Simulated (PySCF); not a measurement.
## Spinor energies of Fe⁺ (iron, charge +1)

Start: [Ar] 3d6 4s1; 3d3/2 filled at m_j = -3/2, -1/2, +1/2, +3/2; 3d5/2 filled at m_j = +3/2, +5/2; 4s1/2 filled at m_j = +1/2. Calculated with PySCF 2.14 in x2c-TZVPPall-2c: generalised Hartree-Fock with the X2C-1e Hamiltonian and a Gaussian nucleus; one run each with spin-orbit coupling (SO) switched off, then screened by Boettger's factors.

```json
{"spinor shell": "1s1/2", "electrons": "2", "ε, spin-free (eV)": "-7183.6", "ε, screened SO (eV)": "-7183.5", "weight of nominal j (screened SO)": "1.000", "rms radius, screened SO (bohr)": "0.0675"}
{"spinor shell": "2s1/2", "electrons": "2", "ε, spin-free (eV)": "-890.94", "ε, screened SO (eV)": "-890.90", "weight of nominal j (screened SO)": "1.000", "rms radius, screened SO (bohr)": "0.288"}
{"spinor shell": "2p1/2", "electrons": "2", "ε, spin-free (eV)": "-756.67", "ε, screened SO (eV)": "-765.63", "weight of nominal j (screened SO)": "0.987", "rms radius, screened SO (bohr)": "0.259"}
{"spinor shell": "2p3/2", "electrons": "4", "ε, spin-free (eV)": "-756.67", "ε, screened SO (eV)": "-752.26", "weight of nominal j (screened SO)": "0.994", "rms radius, screened SO (bohr)": "0.261"}
{"spinor shell": "3s1/2", "electrons": "2", "ε, spin-free (eV)": "-123.88", "ε, screened SO (eV)": "-123.87", "weight of nominal j (screened SO)": "1.000", "rms radius, screened SO (bohr)": "0.871"}
{"spinor shell": "3p3/2", "electrons": "4", "ε, spin-free (eV)": "-83.330", "ε, screened SO (eV)": "-82.558", "weight of nominal j (screened SO)": "0.830", "rms radius, screened SO (bohr)": "0.937"}
{"spinor shell": "3p1/2", "electrons": "2", "ε, spin-free (eV)": "-83.330", "ε, screened SO (eV)": "-84.872", "weight of nominal j (screened SO)": "0.659", "rms radius, screened SO (bohr)": "0.933"}
{"spinor shell": "3d3/2", "electrons": "4", "ε, spin-free (eV)": "-25.669", "ε, screened SO (eV)": "-25.319", "weight of nominal j (screened SO)": "0.659", "rms radius, screened SO (bohr)": "1.22"}
{"spinor shell": "3d5/2", "electrons": "2", "ε, spin-free (eV)": "-25.669", "ε, screened SO (eV)": "-26.369", "weight of nominal j (screened SO)": "0.895", "rms radius, screened SO (bohr)": "1.21"}
{"spinor shell": "4s1/2", "electrons": "1", "ε, spin-free (eV)": "-15.421", "ε, screened SO (eV)": "-15.421", "weight of nominal j (screened SO)": "1.000", "rms radius, screened SO (bohr)": "2.98"}
```

```csv
quantity,spin-free,screened SO
E (hartree),-1271.08770,-1271.10946
M_J,9/2,9/2
⟨J²⟩,24.759,24.759
⟨L²⟩,6.006,6.012
⟨S²⟩,8.753,8.749
```

Each row is a mean over spinors that exchange with the open shell spreads, by up to 15.358 eV (3p3/2).

Rows whose weight is well below 1 are mixtures of j = l ± 1/2: exchange outweighs spin-orbit coupling there, and the label is only the starting occupation.

Without spin-orbit coupling the j labels of p, d and f shells carry no meaning; the spin-free column gives the mean over the occupied spinors of each nl shell.
